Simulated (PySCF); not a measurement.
One of the candidates below gave these computed data.

All candidates are C6H8N2.

| technique | computed result |
| --- | --- |
| Valence photoelectron | vertical ionisation energy: 9.48 eV [ΔSCF CAM-B3LYP/def2-SVPD] |
| 1H NMR | chemical shifts (computed TMS as zero) by class: 8.56 (1 H), 8.50 (1 H), 8.47 (1 H), 2.62 (2 H), 1.40 (3 H) ppm [GIAO PBE0/pcSseg-1] |
| XPS | C1s 290.6, C1s 290.9, C1s 291.3, C1s 291.4, C1s 291.5, C1s 291.5, N1s 404.9, N1s 405.1 eV [ΔSCF SCAN, pcX-2 on the ionised atom, pcseg-1 elsewhere, spin-free X2C] |
| Couplings | largest of the computed one-bond spin–spin couplings (means over like bonds): 13C–1H +190.1, 13C–1H +188.3, 13C–1H +187.9, 13C–1H +134.9 (×3), 13C–1H +132.5 (×2), 13C–13C +58.1, 13C–13C +57.1, 13C–13C +53.2 Hz [B3LYP/pcJ-1, spin–dipole term left out] |
| Rotational structure | rotational constants A, B, C: 4.909, 1.551, 1.265 GHz [PBE0-D3(BJ)/def2-SVP] |
| 13C NMR | chemical shifts (computed TMS as zero) by class: 164.3 (1 C), 149.9 (1 C), 149.5 (1 C), 148.2 (1 C), 31.6 (1 C), 16.3 (1 C) ppm [GIAO PBE0/pcSseg-1] |
| UV, strongest line | among the 10 lowest singlet transitions: S9 at 7.66 eV (162 nm, f = 0.323) [TDDFT CAM-B3LYP/def2-SVPD] |

The electronic properties come from PySCF, for the isolated species, density fitting. Levels stand in brackets. Geometry: PBE0-D3(BJ)/def2-SVP, one conformer, isolated molecule. NMR classes are plain means over equivalent atoms (diastereotopic ones count apart unless rotation or inversion swaps them), as if these changed places fast.

Question: Which candidate is it?
A. `CCc1cnccn1`
B. `CNc1ccccn1`
C. `NCc1ccncc1`

Answer: A. It is `CCc1cnccn1`. Numbering: `[CH3:1][CH2:2][c:3]1[cH:4][n:5][cH:6][cH:7][n:8]1`. Its formula, C6H8N2, gives 4 degrees of unsaturation: 1 ring and 3 π bonds in the structure found (Kekulé form). 6 carbons fall into 6 classes; from least to most shielded: substituted aromatic carbon [C3] (164.3 ppm), aromatic CH next to a ring nitrogen [C7] (149.9 ppm), aromatic CH next to a ring nitrogen [C4] (149.5 ppm), aromatic CH next to a ring nitrogen [C6] (148.2 ppm), benzylic-type carbon [C2] (31.6 ppm), methyl carbon [C1] (16.3 ppm). Hydrogen classes from least to most shielded: 1 H on an aromatic CH next to a ring nitrogen, C7 (8.56 ppm), 1 H on an aromatic CH next to a ring nitrogen, C4 (8.50 ppm), 1 H on an aromatic CH next to a ring nitrogen, C6 (8.47 ppm), 2 H on a benzylic-type carbon, C2 (2.62 ppm), 3 H on a methyl carbon, C1 (1.40 ppm, a mean of values up to 1.0 ppm apart in this geometry). The couplings run between: +190.1 Hz, aromatic CH next to a ring nitrogen [C6] and its hydrogen; +188.3 Hz, aromatic CH next to a ring nitrogen [C4] and its hydrogen; +187.9 Hz, aromatic CH next to a ring nitrogen [C7] and its hydrogen; +134.9 Hz, methyl carbon [C1] and its hydrogen (with 2 like pairs); +132.5 Hz, benzylic-type carbon [C2] and its hydrogen (with 1 like pair); +58.1 Hz, substituted aromatic carbon [C3] and aromatic CH next to a ring nitrogen [C4]; +57.1 Hz, aromatic CH next to a ring nitrogen [C6] and aromatic CH next to a ring nitrogen [C7]; +53.2 Hz, benzylic-type carbon [C2] and substituted aromatic carbon [C3]. The core levels belong to: C1s 290.6 eV, methyl carbon [C1]; C1s 290.9 eV, benzylic-type carbon [C2]; C1s 291.3 eV, aromatic CH next to a ring nitrogen [C4]; C1s 291.4 eV, aromatic CH next to a ring nitrogen [C6]; C1s 291.5 eV, aromatic CH next to a ring nitrogen [C7]; C1s 291.5 eV, substituted aromatic carbon [C3]; N1s 404.9 eV, pyridine-type nitrogen [N8]; N1s 405.1 eV, pyridine-type nitrogen [N5]. The hole state at 291.5 eV has ⟨S²⟩ = 0.84 against 0.75, so that value is less sure. The first electron is taken from the HOMO, whose largest Löwdin shares are 0.28 on a pyridine-type nitrogen, 0.27 on a pyridine-type nitrogen, 0.09 on an aromatic CH next to a ring nitrogen and 0.08 on an aromatic CH next to a ring nitrogen. The optimised geometry has point group C1 and is an asymmetric top.

The others, at the same levels:
- `NCc1ccncc1` fails: it has 4 carbon classes against 6; its computed 13C shifts are 159.1 (1 C), 156.8 (2 C), 127.2 (2 C), 51.5 (1 C) ppm and 1H shifts are 8.76 (2 H), 7.02 (2 H), 3.55 (2 H), 0.37 (2 H) ppm.
- `CNc1ccccn1` fails: its computed 13C shifts are 161.2 (1 C), 155.1 (1 C), 143.1 (1 C), 116.4 (1 C), 103.8 (1 C), 28.8 (1 C) ppm, 1H shifts are 8.16 (1 H), 7.49 (1 H), 6.49 (1 H), 6.04 (1 H), 4.12 (1 H), 2.80 (3 H) ppm and vertical ionisation energy is 7.83 eV (against 9.48 eV).

Each candidate is one conformer, not necessarily the lowest. The conformers computed, where there is a choice (atom-mapped SMILES and torsion angles):
- `[CH3:1][CH2:2][c:3]1[cH:4][n:5][cH:6][cH:7][n:8]1`: C1–C2–C3–C4 121°
- `[NH2:1][CH2:2][c:3]1[cH:4][cH:5][n:6][cH:7][cH:8]1`: N1–C2–C3–C4 -88°, H–N1–C2–C3 -58°, H–N1–C2–C3 58°
- `[CH3:1][NH:2][c:3]1[cH:4][cH:5][cH:6][cH:7][n:8]1`: C1–N2–C3–C4 6°
